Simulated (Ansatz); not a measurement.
**Two structures, one formula**

The two ends of one reaction step of SiH3Cl3O, singlet (PBE0-D4/def2-TZVP).

A:

```csv
atom,x (Å),y (Å),z (Å)
Si1,-0.1483,-0.1752,-1.0257
H2,-0.3162,1.2035,2.8318
Cl3,0.1491,-1.1459,-2.7844
Cl4,-2.1215,-0.0540,-0.6293
Cl5,0.6400,1.6875,-1.2017
H6,-0.1917,0.5991,2.4113
O7,0.5207,-0.9800,0.2076
H8,1.4678,-1.1350,0.1904
```

B:

Si1  (-0.964, 0.449, -0.495)
H2  (-1.300, -0.015, 0.852)
Cl3  (-0.326, -1.082, -1.679)
Cl4  (-2.641, 1.229, -1.352)
Cl5  (0.444, 1.922, -0.454)
H6  (1.940, -0.151, 1.230)
O7  (1.258, -0.827, 1.234)
H8  (1.589, -1.525, 0.664)
(Å)

Computed with Ansatz 0.2.0 (basis: def2-TZVPP); correlated methods freeze the cores. B3LYP uses VWN-RPA correlation.

Q: Which structure is lower at CCSD(T), and by how much? (To be estimated.)

A: The calculation gives: A, by 17.53 kcal/mol (electronic energy, against the other). By their contacts, A is a complex of SiHCl₃O ([OH][Si]([Cl])([Cl])[Cl]) + H₂ and B is a complex of SiHCl₃ ([Cl][SiH]([Cl])[Cl]) + H₂O.

All methods give the same order:

```json
{"method": "SPW92", "E(B) − E(A) (kcal/mol)": "15.63"}
{"method": "PBE-D4", "E(B) − E(A) (kcal/mol)": "16.15"}
{"method": "BLYP-D4", "E(B) − E(A) (kcal/mol)": "17.68"}
{"method": "r2SCAN-D4", "E(B) − E(A) (kcal/mol)": "18.67"}
{"method": "B97M-V", "E(B) − E(A) (kcal/mol)": "18.58"}
{"method": "PBE0-D4", "E(B) − E(A) (kcal/mol)": "16.30"}
{"method": "B3LYP-D4", "E(B) − E(A) (kcal/mol)": "17.55"}
{"method": "r2SCAN0-D4", "E(B) − E(A) (kcal/mol)": "18.16"}
{"method": "BHLYP-D4", "E(B) − E(A) (kcal/mol)": "17.68"}
{"method": "CAM-B3LYP-D4", "E(B) − E(A) (kcal/mol)": "17.69"}
{"method": "wB97X-V", "E(B) − E(A) (kcal/mol)": "17.18"}
{"method": "wB97M-V", "E(B) − E(A) (kcal/mol)": "17.43"}
{"method": "B2PLYP", "E(B) − E(A) (kcal/mol)": "17.82"}
{"method": "PBE-QIDH", "E(B) − E(A) (kcal/mol)": "17.43"}
{"method": "RPA on PBE", "E(B) − E(A) (kcal/mol)": "17.14"}
{"method": "HF", "E(B) − E(A) (kcal/mol)": "17.54"}
{"method": "MP2", "E(B) − E(A) (kcal/mol)": "18.85"}
{"method": "CCSD", "E(B) − E(A) (kcal/mol)": "17.14"}
{"method": "CCSD(T)", "E(B) − E(A) (kcal/mol)": "17.53"}
```

No T1 diagnostic of these runs exceeds 0.010.

Labels in which every atom is bracketed show which atoms are joined, not bond orders.

For scale, one of the runs: CCSD(T)/def2-TZVPP, 241 basis functions, launched by `ansatz run in.yaml --threads 8 --pin off --events-out ev --progress --plain --max-ram 19148MiB`. Hardware: 8 CPU threads of an AMD EPYC 7B13, shared host. Wall time 47 s; peak host memory 4.3 GiB.
